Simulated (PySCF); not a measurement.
From one molecule to another.

First species: C₄H₈O₃Si.
Atom-mapped SMILES: `[CH3:1][O:2][C:3](=[O:4])[C@H:5]1[O:6][CH2:7][SiH2:8]1` (hydrogens: H9, H10, H11 on C1; H12 on C5; H13, H14 on C7; H15, H16 on Si8)

Second species: C₄H₈O₃Si.
Z-matrix (Å and degrees, GFN2-xTB geometry), rows numbered from 1:
```
C 
Si  1  1.8847
O   2  1.6315  1  108.93
C   3  1.4052  2  120.44  1   136.19
C   4  1.5278  3  111.67  2   -46.49
C   5  1.5159  4  111.67  3    61.46
O   6  1.1978  5  123.50  4   133.95
O   6  1.3297  5  115.21  4   -46.94
H   1  1.0869  2  112.79  3   -59.94
H   1  1.0840  2  110.38  3   179.31
H   1  1.0840  2  110.15  3    60.53
H   2  1.4587  1  116.57  3  -126.81
H   4  1.0960  3  109.59  2    75.36
H   4  1.0944  3  106.87  2  -167.08
H   5  1.0928  4  108.80  3   -57.16
H   5  1.0894  4  110.72  3  -177.17
```

Levels: CAM-B3LYP/def2-SVPD for HOMO energy, LUMO energy, HOMO–LUMO gap and static isotropic polarisability; TDDFT CAM-B3LYP/def2-SVPD for lowest singlet excitation; TDA CAM-B3LYP/def2-SVPD for lowest triplet excitation (Tamm–Dancoff). Geometries: GFN2-xTB. Each species is one conformer at its optimised geometry, gas phase, non-relativistic unless stated. Electronic properties by PySCF.

The conformers computed, where there is a choice (atom-mapped SMILES and torsion angles):
- `[CH3:1][O:2][C:3](=[O:4])[C@H:5]1[O:6][CH2:7][SiH2:8]1`: C1–O2–C3–O4 -3°, O2–C3–C5–O6 -32°

The conformers of `C[Si@H]1OCCC(=O)O1` aren't listed.

(1) Which of the two has the higher HOMO–LUMO gap, and by how much?

(2) Which of the two has the higher HOMO energy, and by how much?

(3) Which has the higher LUMO energy?

(4) Which has the higher S1 energy?

(5) Which of the two has the higher static isotropic polarisability, and by how much?

Answers

(1) The second: 10.22 eV against 9.15 eV, a difference of 1.07 eV.

(2) The first: -8.85 eV against -9.45 eV, a difference of 0.60 eV.

(3) The second: 0.77 eV against 0.30 eV, a difference of 0.47 eV.

(4) The second: 5.66 eV against 5.60 eV, a difference of 0.06 eV.

(5) The first: 82.4 au against 76.6 au, a difference of 5.8 au.

On the first: S1 lies 3.55 eV below the HOMO–LUMO gap; its leading configuration is HOMO→LUMO, weight 0.42, beside HOMO→LUMO+1, weight 0.25. The principal polarisabilities are 73.3, 81.3 and 92.7 au; their mean is the isotropic value.

On the second: The polarisability is 11.35 Å³ as a volume (1 au = 0.148185 Å³), or 1.09 au for each of the 70 electrons. The vertical singlet–triplet gap S1 − T1 is 0.55 eV (TDDFT singlet less Tamm–Dancoff triplet; S1: HOMO→LUMO, weight 0.46, beside HOMO→LUMO+2, weight 0.37; T1: HOMO→LUMO, weight 0.43, beside HOMO→LUMO+2, weight 0.38).
